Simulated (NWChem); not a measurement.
Species: CH3AlF2O; SMILES [O](C)[Al]([F])[F]

```xyz
8

Al     0.0738     0.4934     0.0002
F      1.2556     1.6425    -0.0016
F     -1.4988     0.9982    -0.0021
O      0.5014    -1.1185     0.0048
C     -0.0373    -2.4001     0.0028
H      0.2960    -2.9560    -0.8903
H      0.3051    -2.9620     0.8887
H     -1.1421    -2.4014     0.0085
```
Atoms are numbered in this order, from 1.

Level: PBE0/def2-SVP (NWChem), optimised geometry, unscaled harmonic frequencies. 

List the harmonic frequencies with IR intensities, and the thermochemistry.


```json
[
 {"frequency (cm⁻¹)": "58", "IR intensity (km/mol)": "0.0"},
 {"frequency (cm⁻¹)": "79", "IR intensity (km/mol)": "4.3"},
 {"frequency (cm⁻¹)": "98", "IR intensity (km/mol)": "1.5"},
 {"frequency (cm⁻¹)": "239", "IR intensity (km/mol)": "37.3"},
 {"frequency (cm⁻¹)": "277", "IR intensity (km/mol)": "32.9"},
 {"frequency (cm⁻¹)": "294", "IR intensity (km/mol)": "128.6"},
 {"frequency (cm⁻¹)": "631", "IR intensity (km/mol)": "4.2"},
 {"frequency (cm⁻¹)": "897", "IR intensity (km/mol)": "109.3"},
 {"frequency (cm⁻¹)": "972", "IR intensity (km/mol)": "140.6"},
 {"frequency (cm⁻¹)": "1187", "IR intensity (km/mol)": "11.1"},
 {"frequency (cm⁻¹)": "1191", "IR intensity (km/mol)": "0.0"},
 {"frequency (cm⁻¹)": "1298", "IR intensity (km/mol)": "372.8"},
 {"frequency (cm⁻¹)": "1476", "IR intensity (km/mol)": "2.5"},
 {"frequency (cm⁻¹)": "1479", "IR intensity (km/mol)": "3.3"},
 {"frequency (cm⁻¹)": "1487", "IR intensity (km/mol)": "9.9"},
 {"frequency (cm⁻¹)": "3019", "IR intensity (km/mol)": "75.9"},
 {"frequency (cm⁻¹)": "3105", "IR intensity (km/mol)": "36.7"},
 {"frequency (cm⁻¹)": "3113", "IR intensity (km/mol)": "31.2"}
]
```

* **zero-point energy**: 29.9 kcal/mol
* **thermal correction to the enthalpy at 298.15 K (with zero-point energy)**: 34.8 kcal/mol
* **heat capacity Cv**: 19.7 cal/(mol K)
* **entropy at 298.15 K and 1 atm (symmetry number 1)**: 83.8 cal/(mol K)
* **dipole moment**: 2.21 D

Rigid rotor and harmonic oscillator; modes under 100 cm⁻¹ make the entropy uncertain.
